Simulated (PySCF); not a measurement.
Harmonic spectrum computed at PBE0 in the def2-TZVPD basis family (core potentials from Rb on, PySCF, no spin–orbit coupling):

| symmetry | ω (cm⁻¹) | IR (km/mol) |
| --- | --- | --- |
| a1 | 149 | 0.1 |
| a1 | 435 | 1.4 |
| b2 | 510 | 182 |

Problem. Which molecule gave it? In each, all ligands are bound to the one heavy central atom.
A. PbSe₂⁻ (doublet)
B. BSe₂⁻ (singlet)
C. PSe₂⁻ (singlet)
D. AlSe₂⁻ (singlet)

Solution. C. It has C2v symmetry with P–Se 2.129 Å (×2).
